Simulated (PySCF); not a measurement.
aminoborane (BH4N), SMILES NB.

Geometry optimised at B3LYP-D3(BJ)/def2-TZVP.

Two levels are set side by side: PBE/def2-TZVPD (PySCF) and r2SCAN/def2-TZVPD (PySCF). Same geometry, gas phase. Differences are taken from unrounded values.

```
quantity                     r2SCAN
---------------------------  ------
orbital gap (eV)               7.20
highest occupied level (eV)   -7.59
lowest empty level (eV)       -0.38
dipole moment (D)              1.95
mean polarisability (bohr³)    26.7
```

Task: What does PBE give, and how far is it from r2SCAN? (Estimate from the structure and the level; the computed values follow.)

Result: 
```
quantity                       PBE  PBE minus r2SCAN
---------------------------  -----  ----------------
orbital gap (eV)              6.53             -0.67
highest occupied level (eV)  -7.35              0.23
lowest empty level (eV)      -0.82             -0.44
dipole moment (D)             2.00              0.04
mean polarisability (bohr³)   27.6               0.9
```

Rough cost on one machine, each run with all the roots and properties that it gave: r2SCAN against PBE about 4 times.
